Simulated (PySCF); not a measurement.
# Cu⁺ (copper, charge +1) across methods

[Ar] 3d9 4s1, high-spin 3D determinant (an excited configuration). Calculation: PySCF 2.14, in x2c-TZVPPall with one added diffuse shell each of s, p, d, f type (7s6p5d3f1g, 80 functions); the spin-free X2C one-electron Hamiltonian (Gaussian nucleus).

```json
{"method": "PBE", "E (hartree)": "-1654.116", "mean ε 3d α (eV)": "-19.684", "mean ε 3d β (eV)": "-18.440", "mean ε 4s α (eV)": "-14.211", "Σ⟨r²⟩ (bohr²)": "23.47", "⟨S²⟩": "2.000"}
{"method": "M06-2X", "E (hartree)": "-1654.388", "mean ε 3d α (eV)": "-25.452", "mean ε 3d β (eV)": "-24.002", "mean ε 4s α (eV)": "-15.344", "Σ⟨r²⟩ (bohr²)": "23.38", "⟨S²⟩": "2.002"}
{"method": "UHF", "E (hartree)": "-1652.86395", "mean ε 3d α (eV)": "-29.736", "mean ε 3d β (eV)": "-28.054", "mean ε 4s α (eV)": "-16.562", "Σ⟨r²⟩ (bohr²)": "23.23", "⟨S²⟩": "2.001"}
{"method": "MN15", "E (hartree)": "-1655.356", "mean ε 3d α (eV)": "-23.509", "mean ε 3d β (eV)": "-22.347", "mean ε 4s α (eV)": "-15.327", "Σ⟨r²⟩ (bohr²)": "23.50", "⟨S²⟩": "2.001"}
{"method": "PBEsol", "E (hartree)": "-1652.734", "mean ε 3d α (eV)": "-19.713", "mean ε 3d β (eV)": "-18.434", "mean ε 4s α (eV)": "-14.264", "Σ⟨r²⟩ (bohr²)": "23.43", "⟨S²⟩": "2.000"}
{"method": "revPBE", "E (hartree)": "-1654.276", "mean ε 3d α (eV)": "-19.595", "mean ε 3d β (eV)": "-18.351", "mean ε 4s α (eV)": "-14.125", "Σ⟨r²⟩ (bohr²)": "23.48", "⟨S²⟩": "2.000"}
{"method": "r2SCAN", "E (hartree)": "-1654.336", "mean ε 3d α (eV)": "-19.975", "mean ε 3d β (eV)": "-18.636", "mean ε 4s α (eV)": "-14.548", "Σ⟨r²⟩ (bohr²)": "23.27", "⟨S²⟩": "2.001"}
{"method": "LDA", "E (hartree)": "-1651.465", "mean ε 3d α (eV)": "-20.019", "mean ε 3d β (eV)": "-18.744", "mean ε 4s α (eV)": "-14.483", "Σ⟨r²⟩ (bohr²)": "23.40", "⟨S²⟩": "2.000"}
{"method": "PBE0", "E (hartree)": "-1654.124", "mean ε 3d α (eV)": "-22.372", "mean ε 3d β (eV)": "-21.041", "mean ε 4s α (eV)": "-14.921", "Σ⟨r²⟩ (bohr²)": "23.29", "⟨S²⟩": "2.000"}
```
